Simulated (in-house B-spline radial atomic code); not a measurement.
Results of a calculation; reference values are marked as such.
# C6 from the polarisability at imaginary frequency: O4+

B97-1 linear response of the closed shell [He] 2s2, from a B-spline radial code for spherical atoms; scalar-relativistic (spin-free one-electron X2C), finite nucleus, no spin-orbit coupling.

The dispersion coefficient of two like species is C6 = (3/π) ∫ α(iu)² du from 0 to ∞.

```
u (hartree)  α(iu) (bohr³)
          0          1.209
      0.335         0.9882
      0.783         0.5665
       1.34          0.309
       2.24         0.1594
       3.35        0.09239
       5.03        0.05163
       7.83        0.02646
       11.2        0.01517
       16.8        0.00804
         28        0.00355
       55.9       0.001086
```

**Question.** Fit one oscillator, α(iu) = α(0)/(1 + u²/ω²), through u = 1.34 and estimate C6.

**Answer.** From α(0)/α(iu) − 1 = 1.209/0.309 − 1 = 2.9126, ω = u/√2.9126 = 0.7852 hartree (21.4 eV). London's formula gives C6 = (3/4) α(0)² ω = 0.75 × 1.209² × 0.7852 = 0.8607 hartree·bohr⁶, and the oscillator holds f = α(0) ω² = 0.75 electrons, of a sum of oscillator strengths of 4.0.

**Question.** How does that compare with the full integral?

**Answer.** The program's quadrature over all excitations gives C6 = 0.8334, so the single oscillator is off by +3.3 %. At the last point the fit gives α = 0.000238 against 0.00109: higher excitations, and deeper shells where there are any, keep the true curve higher at large u.
